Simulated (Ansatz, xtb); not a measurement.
Two structures of CH2AlClF−

We compare a, a triplet given by its coordinates, with b, a triplet given by its coordinates. Both are isolated ions in the gas phase, relaxed with PBE0-D3(BJ)/def2-SVPD.

a (Å):

```yaml
atoms:
  - { symbol: C, position_ang: [-0.5301, 0.2531, 1.2144] }
  - { symbol: Al, position_ang: [-0.1788, -0.9955, -0.2831] }
  - { symbol: Cl, position_ang: [-1.7904, -2.5774, -0.2320] }
  - { symbol: F, position_ang: [-0.3828, -0.1844, -1.8035] }
  - { symbol: H, position_ang: [0.1489, 0.4346, 2.0609] }
  - { symbol: H, position_ang: [-1.4703, 0.8206, 1.3221] }
```

Close contacts (Å): C1–Al2 1.98, Al2–Cl3 2.26, Al2–F4 1.74, C1–H5 1.10, C1–H6 1.10.

b (Å):

```xyz
6

C    -1.3084    0.3021    0.5770
Al   -0.1663    0.5275   -0.9863
Cl   -1.2573    1.8166   -2.4571
F     1.2759    1.3763   -0.5564
H    -2.0945    0.2266    1.3367
H     0.2081   -0.8582   -1.7197
```

Close contacts (Å): C1–Al2 1.95, Al2–Cl3 2.24, Al2–F4 1.73, C1–H5 1.10, Al2–H6 1.61.

Problem. Estimate E(b) − E(a) at the level CCSD(T)/def2-SVPD + ΔMP2/def2-TZVPPD.

Solution. Calculated at CCSD(T)/def2-SVPD + ΔMP2/def2-TZVPPD: E(b) − E(a) = +10.3 kcal/mol, so structure a lies lower.

Level by level:

| level | geometry | E(b) − E(a) (kcal/mol) | departure from the last row (kcal/mol) | job, with rough time for the two |
| --- | --- | --- | --- | --- |
| PBE0-D3(BJ)/def2-SVPD | PBE0-D3(BJ)/def2-SVPD | +14.0 | +3.7 | optimisation, 3.4 min |
| HF/def2-SVPD | PBE0-D3(BJ)/def2-SVPD | +3.0 | −7.3 | part of the CCSD(T) run |
| MP2/def2-SVPD | PBE0-D3(BJ)/def2-SVPD | +12.1 | +1.8 | part of the CCSD(T) run |
| CCSD(T)/def2-SVPD | PBE0-D3(BJ)/def2-SVPD | +9.8 | −0.5 | single point |
| CCSD(T)/def2-SVPD + ΔMP2/def2-TZVPPD | PBE0-D3(BJ)/def2-SVPD | +10.3 |  | single point, 73 s |

The levels shown agree on the order. The largest departure from CCSD(T)/def2-SVPD + ΔMP2/def2-TZVPPD is that of HF/def2-SVPD, 7.3 kcal/mol. At CCSD(T)/def2-SVPD + ΔMP2/def2-TZVPPD a singlet with the links of a lies below this triplet. Levels run at GFN2-xTB geometries aren't shown. The last row adds to CCSD(T) the change of the MP2 difference between the two basis sets, here +0.5 kcal/mol. The triplet state of b needn't be its ground state.

With harmonic frequencies from PBE0-D3(BJ)/def2-SVPD (ideal gas, rigid rotor, one conformer each, 298.15 K, 1 atm): the zero-point term adds −2.8 kcal/mol; ΔH is +7.6 and ΔG +7.5 kcal/mol.

Open shells are spin-unrestricted. The correlated steps freeze 12 core orbitals. Run with Ansatz 0.2.0; the last row on 2 threads of Intel(R) Xeon(R) Platinum 8259CL CPU @ 2.50GHz (Skylake/Cascade Lake) on a shared host.
